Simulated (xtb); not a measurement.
C6H16N, charge +1, singlet, from a rough starting geometry; GFN2-xTB (xtb).

Input for xtb:
```
$ xtb mol.xyz --gfn 2 --chrg 1 --opt vtight --json

# file mol.xyz
23

C      0.09140642     2.59535295    -0.60806438
C      0.75649987     1.19239230    -0.61883666
N      0.02305638     0.23492631     0.29918087
C      1.02064501    -0.76938516     0.86139627
C      1.48784228    -1.78731440    -0.22326930
C     -1.16318496    -0.28360032    -0.27412894
C     -2.06874659    -1.08342288     0.71800007
H     -0.83463378     2.55550234    -1.03878198
H      0.02405147     3.01865404     0.35575413
H      0.69159931     3.24382938    -1.28668905
H      0.73410935     0.70675179    -1.64166205
H      1.78521871     1.30637164    -0.30146678
H     -0.15729309     0.86443161     1.14406954
H      0.47744390    -1.36353058     1.62182943
H      1.83119441    -0.34870866     1.35530492
H      2.01126754    -1.13615905    -1.01736498
H      0.70685113    -2.33659017    -0.63536522
H      2.21873631    -2.42566122     0.27347462
H     -1.81263551     0.52639163    -0.63614180
H     -0.95680758    -0.88974565    -1.06464955
H     -1.58322388    -1.96377296     1.00997083
H     -3.04019951    -1.29693703     0.30631412
H     -2.26246958    -0.42931042     1.60070602
```

The log (banner, timings and long lists left out):

```
   ID    Z sym.   atoms
    1    6 C      1, 2, 4-7
    2    7 N      3
    3    1 H      8-23

           -------------------------------------------------
          |                Calculation Setup                |
           -------------------------------------------------

           -------------------------------------------------
          |                 G F N 2 - x T B                 |
           -------------------------------------------------

          ...................................................
          :                      SETUP                      :
          :.................................................:
          :  # basis functions                  44          :
          :  # atomic orbitals                  44          :
          :  # shells                           30          :
          :  # electrons                        44          :
          :  max. iterations                   250          :
          :  Hamiltonian                  GFN2-xTB          :
          :  restarted?                      false          :
          :  GBSA solvation                  false          :
          :  PC potential                    false          :
          :  electronic temp.          300.0000000     K    :
          :  accuracy                    1.0000000          :
          :  -> integral cutoff          0.2500000E+02      :
          :  -> integral neglect         0.1000000E-07      :
          :  -> SCF convergence          0.1000000E-05 Eh   :
          :  -> wf. convergence          0.1000000E-03 e    :
          :  Broyden damping             0.4000000          :
          :  net charge                          1          :
          :  unpaired electrons                  0          :
          ...................................................

 iter      E             dE          RMSdq      gap      omega  full diag
   1    -23.7429864 -0.237430E+02  0.271E+00   10.85       0.0  T
   2    -23.8511240 -0.108138E+00  0.185E+00    9.53       1.0  T
   3    -23.8531146 -0.199060E-02  0.113E+00    9.55       1.0  T
   4    -23.8535182 -0.403648E-03  0.173E-01    9.45       1.0  T
   5    -23.8536009 -0.826473E-04  0.711E-02    9.47       1.0  T
   6    -23.8536045 -0.365024E-05  0.197E-02    9.48       1.1  T
   7    -23.8536049 -0.354481E-06  0.468E-03    9.48       4.5  T
   8    -23.8536049 -0.544236E-07  0.118E-03    9.48      17.7  T
   9    -23.8536049 -0.738032E-08  0.339E-04    9.48      61.5  T
  10    -23.8536049 -0.129074E-09  0.883E-05    9.48     236.3  T

   *** convergence criteria satisfied after 10 iterations ***

         :::::::::::::::::::::::::::::::::::::::::::::::::::::
         ::                     SUMMARY                     ::
         :::::::::::::::::::::::::::::::::::::::::::::::::::::
         :: total energy             -23.493634728378 Eh    ::
         :: gradient norm              0.200527242008 Eh/a0 ::
         :: HOMO-LUMO gap              9.484382062085 eV    ::
         ::.................................................::
         :: SCC energy               -23.853511120065 Eh    ::
         :: -> isotropic ES            0.088216272580 Eh    ::
         :: -> anisotropic ES         -0.007356582334 Eh    ::
         :: -> anisotropic XC          0.017542621755 Eh    ::
         :: -> dispersion             -0.013042288519 Eh    ::
         :: repulsion energy           0.359876391687 Eh    ::
         :: add. restraining           0.000000000000 Eh    ::
         :: total charge               1.000000000000 e     ::
         :::::::::::::::::::::::::::::::::::::::::::::::::::::

      -----------------------------------------------------------
     |                   =====================                   |
     |                        A N C O P T                        |
     |                   =====================                   |
     |               Approximate Normal Coordinate               |
[...]
 * total energy  :   -23.5231226 Eh     change       -0.3928913E-06 Eh
 * total energy  :   -23.5231231 Eh     change       -0.5255630E-06 Eh
 * total energy  :   -23.5231235 Eh     change       -0.3537220E-06 Eh
 * total energy  :   -23.5231237 Eh     change       -0.1967798E-06 Eh
 * total energy  :   -23.5231238 Eh     change       -0.1989347E-06 Eh
 * total energy  :   -23.5231241 Eh     change       -0.2552494E-06 Eh
 * total energy  :   -23.5231243 Eh     change       -0.2052356E-06 Eh
 * total energy  :   -23.5231245 Eh     change       -0.1414608E-06 Eh
 * total energy  :   -23.5231246 Eh     change       -0.1227931E-06 Eh
 * total energy  :   -23.5231247 Eh     change       -0.1402167E-06 Eh
 * total energy  :   -23.5231248 Eh     change       -0.1288981E-06 Eh
 * total energy  :   -23.5231249 Eh     change       -0.6244167E-07 Eh
   *** GEOMETRY OPTIMIZATION CONVERGED AFTER 30 ITERATIONS ***
         :: total energy             -23.523124905376 Eh    ::
[...]
     7   6 C        3.751    -0.133    23.112     6.856
     8   1 H        0.925     0.068     2.113     2.273
     9   1 H        0.925     0.065     2.139     2.287
    10   1 H        0.925     0.092     1.858     2.132
    11   1 H        0.924     0.095     1.832     2.117
    12   1 H        0.924     0.094     1.845     2.124
    13   1 H        0.859     0.228     0.973     1.545
    14   1 H        0.924     0.093     1.852     2.128
    15   1 H        0.924     0.085     1.928     2.171
    16   1 H        0.925     0.069     2.100     2.266
    17   1 H        0.925     0.070     2.081     2.256
    18   1 H        0.925     0.089     1.891     2.150
    19   1 H        0.924     0.091     1.865     2.136
    20   1 H        0.925     0.096     1.825     2.112
    21   1 H        0.925     0.070     2.085     2.258
    22   1 H        0.925     0.090     1.879     2.144
    23   1 H        0.925     0.063     2.165     2.301

 Mol. C6AA /au·bohr⁶  :       2991.417918
 Mol. C8AA /au·bohr⁸  :      62169.837678
 Mol. α(0) /au        :         81.430360

Wiberg/Mayer (AO) data.
largest (>0.10) Wiberg bond orders for each atom

 ---------------------------------------------------------------------------
     #   Z sym  total        # sym  WBO       # sym  WBO       # sym  WBO
 ---------------------------------------------------------------------------
     1   6 C    3.981 --     2 C    1.024     9 H    0.981     8 H    0.979
                            10 H    0.972
     2   6 C    3.927 --     1 C    1.024    11 H    0.968    12 H    0.966
                             3 N    0.930
     3   7 N    3.765 --     6 C    0.932     2 C    0.930     4 C    0.929
                            13 H    0.910
     4   6 C    3.927 --     5 C    1.025    15 H    0.968    14 H    0.964
                             3 N    0.929
     5   6 C    3.980 --     4 C    1.025    16 H    0.981    17 H    0.979
                            18 H    0.972
     6   6 C    3.926 --     7 C    1.023    20 H    0.964    19 H    0.963
                             3 N    0.932
     7   6 C    3.981 --     6 C    1.023    23 H    0.981    21 H    0.980
                            22 H    0.973
     8   1 H    0.995 --     1 C    0.979
     9   1 H    0.996 --     1 C    0.981
    10   1 H    0.991 --     1 C    0.972
    11   1 H    0.991 --     2 C    0.968
    12   1 H    0.991 --     2 C    0.966
    13   1 H    0.948 --     3 N    0.910
    14   1 H    0.991 --     4 C    0.964
    15   1 H    0.993 --     4 C    0.968
    16   1 H    0.995 --     5 C    0.981
    17   1 H    0.995 --     5 C    0.979
    18   1 H    0.992 --     5 C    0.972
    19   1 H    0.992 --     6 C    0.963
    20   1 H    0.991 --     6 C    0.964
    21   1 H    0.995 --     7 C    0.980
    22   1 H    0.992 --     7 C    0.973
    23   1 H    0.996 --     7 C    0.981
 ---------------------------------------------------------------------------

Topologies differ in total number of bonds
Writing topology from bond orders to xtbtopo.mol

molecular dipole:
                 x           y           z       tot (Debye)
 q only:        0.085       0.235       0.270
   full:        0.071       0.340       0.413       1.371
molecular quadrupole (traceless):
                xx          xy          yy          xz          yz          zz
 q only:        0.812       0.199       2.409      -0.425      -1.908      -3.221
  q+dip:        0.487       0.352       1.504       0.056      -0.767      -1.990
   full:        0.541       0.265       1.727      -0.111      -1.099      -2.268

optimized geometry written to: xtbopt.xyz

           -------------------------------------------------
          | TOTAL ENERGY              -23.523124905376 Eh   |
          | GRADIENT NORM               0.000018102629 Eh/α |
          | HOMO-LUMO GAP               9.728877168083 eV   |
           -------------------------------------------------
```
